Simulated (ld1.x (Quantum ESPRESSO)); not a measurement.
## ruthenium: excitation energies, all-electron against PAW

ruthenium (Ru), PAW, made with ld1.x (Quantum ESPRESSO) 7.5 (PBE, scalar-relativistic). Core [Kr], reference 4d7 5s0 5p0 (charge +1). Waves: 5s (bound, empty): rcut 2.00, rcutus 2.40 bohr; 5s channel at -0.4 Ry: rcut 2.00, rcutus 2.40 bohr; 5p (bound, empty): rcut 2.00, rcutus 2.75 bohr; 5p channel at 0.8 Ry: rcut 2.00, rcutus 2.75 bohr; 4d (bound): rcut 1.40, rcutus 1.65 bohr; 4d channel at 4.3 Ry: rcut 1.40, rcutus 1.65 bohr. Local part: all-electron potential smoothed inside 2.35 bohr (lloc = -2). Core correction: Bessel-smoothed model core inside 0.90 bohr. Augmentation charge: BESSEL, radius 1.45 bohr.

Energies are relative to the spin-unpolarised reference configuration 4d7 5s0 5p0; without spin polarisation the order of configurations can differ from experiment. The frozen-core shift is the all-electron ΔE with the core orbitals held at their reference shape minus the fully relaxed ΔE.

Task: Give the all-electron excitation energy and the error of the potential for: 4d7 5s1 5p0; 4d6 5s0 5p0; 4d5 5s0 5p0; 4d6 5s1 5p0; 4d6 5s2 5p0; 4d6 5s1 5p1; 4d7 5s0.5 5p0.

Result:

```tsv
valence configuration	charge	ΔE all-electron (eV)	error AE − PS (meV)	frozen-core shift (meV)
4d7 5s1 5p0	0	-7.292	-0.8	+0.7
4d6 5s0 5p0	+2	18.186	-71	+69
4d5 5s0 5p0	+3	48.809	-429	+425
4d6 5s1 5p0	+1	2.820	-52	+52
4d6 5s2 5p0	0	-5.592	-52	+54
4d6 5s1 5p1	0	-1.639	-55	+56
4d7 5s0.5 5p0	+0.5	-4.429	+0.2	-0.3
```

Levels in the configuration 4d7 5s1 5p0:

```tsv
level	all-electron (eV)	pseudo (eV)
4d	-5.202	-5.207
5s	-4.239	-4.235
```

A variational frozen-core shift is positive and of second order in the change. This column holds negative values, so the frozen-core run of ld1.x carries numerical noise or an error of first order here, and the column gives no more than the rough size of the effect.
